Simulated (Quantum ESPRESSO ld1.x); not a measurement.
Q: These are the eigenvalues of the occupied orbitals of an atom or ion with whole-number occupations (eV). Calculated with ld1.x of Quantum ESPRESSO 7.5: scalar-relativistic Kohn-Sham, LDA (Slater exchange, VWN5 correlation), spin-polarised, spherical densities, point nucleus.

1s up: -8194.996
1s down: -8194.980
2s up: -980.273
2s down: -979.096
2p up: -844.466
2p down: -843.559
3s up: -111.482
3s down: -109.289
3p up: -72.216
3p down: -70.082
3d up: -9.996
3d down: -8.108
4s up: -6.024
4s down: -5.681

Which element is it, and in what charge state? The configuration may be excited. Open shells, if any, are filled with parallel spins first.

A: Z = 28, nickel, charge 0: Ni in [Ar] 3d8 4s2. The list shows which subshells hold electrons but not how many an open one holds; the 1s level, -301.16 hartree, gives Z - s = 24.5 by -(Z - s)^2/2, which with screening and relativity narrows Z to a few neighbours, and the depths of the outer levels then fix element, charge and occupations together.
